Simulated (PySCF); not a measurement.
**How methods differ on the ionisation energy of Ca⁵⁺**

Ca⁵⁺ [Ne] 3s2 3p3 (4S) → Ca⁶⁺ [Ne] 3s2 3p2 (3P), as a difference of total energies. All numbers are calculated (PySCF 2.14, the non-relativistic Hamiltonian (point nucleus), in an uncontracted even-tempered set (18 s from 0.19 bohr⁻², ratio 2.5; 12 p from 0.24 bohr⁻², ratio 2.5; 5 d from 1.9 bohr⁻², ratio 2.7; 5 f from 2.9 bohr⁻², ratio 2.7)). Correlated levels: outer shells: 1s2 frozen; virtual orbitals above 40 to 60 times the deepest correlated orbital energy dropped. The calculations carry no spin-orbit coupling.

```csv
method,ionisation energy (eV)
UHF,107.11
LDA,107.86
PBE,107.77
PBE0,107.88
r2SCAN,108.15
M06-L,108.19
r2SCANh,108.14
MP2 (outer shells),107.67
SCS-MP2 (outer shells),107.48
```

Question: How much does correlation contribute at MP2 (outer shells)?

Answer: 107.67 − (107.11) = 0.56 eV, measured against UHF.

A first-order spin-orbit estimate (lowest level to lowest level, LS coupling) adds -0.303 eV.

These non-relativistic numbers lack the scalar-relativistic shift.

For comparison: 108.78 ± 0.25 eV (semi-empirical (NIST evaluation); NIST Atomic Spectra Database, ionization energies).
